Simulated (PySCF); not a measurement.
A calculated (M06-2X, PySCF 2.14, x2c-TZVPall, scalar relativity by spin-free X2C-1e) atom or ion has these occupied shells.

| shell | electrons | orbital energy (eV) | rms radius, mean of both spins (bohr) |
| --- | --- | --- | --- |
| 1s α | 1 | -21003.6 | 0.0394 |
| 1s β | 1 | -21003.6 | 0.0394 |
| 2s α | 1 | -3037.6 | 0.162 |
| 2s β | 1 | -3036.8 | 0.162 |
| 2p α | 3 | -2722.5 | 0.144 |
| 2p β | 3 | -2721.8 | 0.144 |
| 3s α | 1 | -548.68 | 0.444 |
| 3s β | 1 | -548.13 | 0.444 |
| 3p α | 3 | -444.57 | 0.448 |
| 3p β | 3 | -443.99 | 0.448 |
| 3d α | 5 | -273.76 | 0.435 |
| 3d β | 5 | -272.63 | 0.435 |
| 4s α | 1 | -90.102 | 1.13 |
| 4s β | 1 | -86.248 | 1.13 |
| 4p α | 3 | -60.606 | 1.26 |
| 4p β | 3 | -55.550 | 1.26 |
| 4d α | 5 | -18.608 | 1.80 |
| 5s α | 1 | -13.601 | 3.17 |

Name the element and its charge.

Tc+ (technetium, charge +1), in [Kr] 4d5 5s1, high-spin 7S determinant.
